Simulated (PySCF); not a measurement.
Isomers of C5H11NO2Si, mass 145.056 u with the commonest isotopes. Theory: PBE0/pcSseg-1 in PySCF (dipole) on a GFN2-xTB geometry, gas phase. One conformer each, none proved a minimum here; rigid rotors.

Question: Order these by rotational constant B, largest first.
A. `[CH3:1][NH:2][Si@H:3]1[CH2:4][CH2:5][O:6][C:7](=[O:8])[CH2:9]1` with C1–N2–Si3–C4 66°, N2–Si3–C4–C5 108°, Si3–C4–C5–O6 56°, C4–C5–O6–C7 -63°, C5–O6–C7–O8 175°
B. `[CH2:1]=[CH:2][O:3][Si@@H:4]([OH:5])[C@@H:6]1[CH2:7][CH2:8][NH:9]1` with C1–C2–O3–Si4 -6°, C2–O3–Si4–O5 56°, O3–Si4–O5–H 149°, O3–Si4–C6–C7 -62°, Si4–C6–C7–C8 -122°, C6–C7–C8–N9 11°, C7–C8–N9–C6 -11°, Si4–C6–N9–C8 131°
C. `[CH3:1][O:2][CH2:3][SiH2:4][O:5][C@H:6]([CH3:7])[C:8]#[N:9]` with C1–O2–C3–Si4 -172°, O2–C3–Si4–O5 61°, C3–Si4–O5–C6 -42°, Si4–O5–C6–C7 -160°
D. `[CH2:1]=[CH:2][O:3][SiH2:4][CH2:5][C:6](=[O:7])[NH:8][CH3:9]` with C1–C2–O3–Si4 0°, C2–O3–Si4–C5 -179°, O3–Si4–C5–C6 178°, Si4–C5–C6–O7 5°, C5–C6–N8–C9 179°
E. `[O:1]=[C:2]([OH:3])[C@H:4]1[CH2:5][C@H:6]([NH:7][SiH3:8])[CH2:9]1` with O1–C2–O3–H 0°, O1–C2–C4–C5 110°, C5–C6–N7–Si8 91°, C2–C4–C5–C6 108°, C4–C5–C6–N7 129°, C5–C6–C9–C4 -9°, C2–C4–C9–C6 -105°
F. `[CH3:1][O:2]/[C:3](=[CH:4]/[SiH3:5])[CH2:6][C:7]([NH2:8])=[O:9]` with C1–O2–C3–C4 1°, O2–C3–C6–C7 -86°, C3–C6–C7–N8 63°, C6–C7–N8–H -176° and -8°

Answer: F (1237 MHz), C (1166 MHz), A (888.8 MHz), B (768.0 MHz), E (576.2 MHz), D (509.7 MHz).

Question: Order these by rotational constant C, smallest first.
A. `[CH3:1][NH:2][Si@H:3]1[CH2:4][CH2:5][O:6][C:7](=[O:8])[CH2:9]1` with C1–N2–Si3–C4 66°, N2–Si3–C4–C5 108°, Si3–C4–C5–O6 56°, C4–C5–O6–C7 -63°, C5–O6–C7–O8 175°
B. `[CH3:1][O:2][CH2:3][SiH2:4][O:5][C@H:6]([CH3:7])[C:8]#[N:9]` with C1–O2–C3–Si4 -172°, O2–C3–Si4–O5 61°, C3–Si4–O5–C6 -42°, Si4–O5–C6–C7 -160°
C. `[CH3:1][O:2]/[C:3](=[CH:4]/[SiH3:5])[CH2:6][C:7]([NH2:8])=[O:9]` with C1–O2–C3–C4 1°, O2–C3–C6–C7 -86°, C3–C6–C7–N8 63°, C6–C7–N8–H -176° and -8°
D. `[CH2:1]=[CH:2][O:3][SiH2:4][CH2:5][C:6](=[O:7])[NH:8][CH3:9]` with C1–C2–O3–Si4 0°, C2–O3–Si4–C5 -179°, O3–Si4–C5–C6 178°, Si4–C5–C6–O7 5°, C5–C6–N8–C9 179°
E. `[O:1]=[C:2]([OH:3])[C@H:4]1[CH2:5][C@H:6]([NH:7][SiH3:8])[CH2:9]1` with O1–C2–O3–H 0°, O1–C2–C4–C5 110°, C5–C6–N7–Si8 91°, C2–C4–C5–C6 108°, C4–C5–C6–N7 129°, C5–C6–C9–C4 -9°, C2–C4–C9–C6 -105°

Answer: D (476.9 MHz), E (568.3 MHz), C (701.7 MHz), A (742.8 MHz), B (794.7 MHz).

Question: Order these by out-of-plane moment Σ m c² = (Ia + Ib − Ic)/2, largest first.
A. `[CH2:1]=[CH:2][O:3][Si@@H:4]([OH:5])[C@@H:6]1[CH2:7][CH2:8][NH:9]1` with C1–C2–O3–Si4 -6°, C2–O3–Si4–O5 56°, O3–Si4–O5–H 149°, O3–Si4–C6–C7 -62°, Si4–C6–C7–C8 -122°, C6–C7–C8–N9 11°, C7–C8–N9–C6 -11°, Si4–C6–N9–C8 131°
B. `[CH2:1]=[CH:2][O:3][SiH2:4][CH2:5][C:6](=[O:7])[NH:8][CH3:9]` with C1–C2–O3–Si4 0°, C2–O3–Si4–C5 -179°, O3–Si4–C5–C6 178°, Si4–C5–C6–O7 5°, C5–C6–N8–C9 179°
C. `[CH3:1][O:2][CH2:3][SiH2:4][O:5][C@H:6]([CH3:7])[C:8]#[N:9]` with C1–O2–C3–Si4 -172°, O2–C3–Si4–O5 61°, C3–Si4–O5–C6 -42°, Si4–O5–C6–C7 -160°
D. `[O:1]=[C:2]([OH:3])[C@H:4]1[CH2:5][C@H:6]([NH:7][SiH3:8])[CH2:9]1` with O1–C2–O3–H 0°, O1–C2–C4–C5 110°, C5–C6–N7–Si8 91°, C2–C4–C5–C6 108°, C4–C5–C6–N7 129°, C5–C6–C9–C4 -9°, C2–C4–C9–C6 -105°
E. `[CH3:1][O:2]/[C:3](=[CH:4]/[SiH3:5])[CH2:6][C:7]([NH2:8])=[O:9]` with C1–O2–C3–C4 1°, O2–C3–C6–C7 -86°, C3–C6–C7–N8 63°, C6–C7–N8–H -176° and -8°
F. `[CH3:1][NH:2][Si@H:3]1[CH2:4][CH2:5][O:6][C:7](=[O:8])[CH2:9]1` with C1–N2–Si3–C4 66°, N2–Si3–C4–C5 108°, Si3–C4–C5–O6 56°, C4–C5–O6–C7 -63°, C5–O6–C7–O8 175°

Answer: D (55.81 u·Å²), C (50.02 u·Å²), A (46.42 u·Å²), E (35.38 u·Å²), F (33.09 u·Å²), B (6.74 u·Å²).

```csv
SMILES,point group,Ia (u·Å²),Ib (u·Å²),Ic (u·Å²),κ,μa (D),μb (D),μc (D)
COC[SiH2]O[C@H](C)C#N,C1,302.44,433.54,635.94,-0.15,0.51,1.45,1.62
CO/C(=C/[SiH3])CC(N)=O,C1,382.42,408.57,720.23,0.73,1.57,4.56,0.49
C=CO[SiH2]CC(=O)NC,near Cs,81.62,991.54,1059.68,-0.99,2.49,3.06,0.16
CN[Si@H]1CCOC(=O)C1,C1,177.99,568.59,680.38,-0.86,5.54,1.15,1.49
C=CO[Si@@H](O)[C@@H]1CCN1,C1,145.88,658.06,711.10,-0.96,2.30,0.75,0.59
O=C(O)[C@H]1C[C@H](N[SiH3])C1,C1,123.80,877.11,889.29,-1.00,1.18,0.22,0.51
```
